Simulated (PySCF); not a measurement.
These 2 structures share the formula C4H11NSi2. Method used: PBE0-D3(BJ)/def2-SVP geometry optimisation, gas phase (PySCF 2.14.0). Energies are electronic, without zero-point or thermal terms, for one conformer each. No frequencies were run at this level. Point groups hold within 0.08 Å.

Question: Order them by energy at this level, lowest first, and give relative energies in kcal/mol.
A. `[CH3:1]/[N:2]=[CH:3]/[SiH:4]1[CH2:5][SiH2:6][CH2:7]1` with N2–C3–Si4–C5 8°
B. `[CH2:1]=[CH:2]/[CH:3]=[CH:4]\[N:5]([SiH3:6])[SiH3:7]` with C1–C2–C3–C4 175°

Answer: A (0.0), B (2.6).

As drawn, the lower has a four-membered ring, a C=N bond and an Si–C bond, which the higher lacks; the higher has a C=C bond outside aromatic rings, which the lower lacks.

| SMILES | E (Eh) | E rel (kcal/mol) | dipole (D) | point group | A, B, C (MHz) |
| --- | --- | --- | --- | --- | --- |
| C/N=C/[SiH]1C[SiH2]C1 | -791.93945 | 0.0 | 1.53 | C1 | 3347, 984.4, 925.2 |
| C=C/C=C\N([SiH3])[SiH3] | -791.93528 | 2.6 | 0.59 | C1 | 2959, 991.8, 804.0 |

Q: How do the relative energies change in single points at PBE0/pcSseg-1 (no added dispersion term) on the same geometries?

A: 
```csv
SMILES,PBE0-D3(BJ)/def2-SVP (kcal/mol),PBE0/pcSseg-1 (kcal/mol),shift
C/N=C/[SiH]1C[SiH2]C1,0.0,0.0,0.0
C=C/C=C\N([SiH3])[SiH3],2.6,4.6,+2.0
```

Each column counts from its own lowest isomer. The order is unchanged; the largest shift is 2.0 kcal/mol.
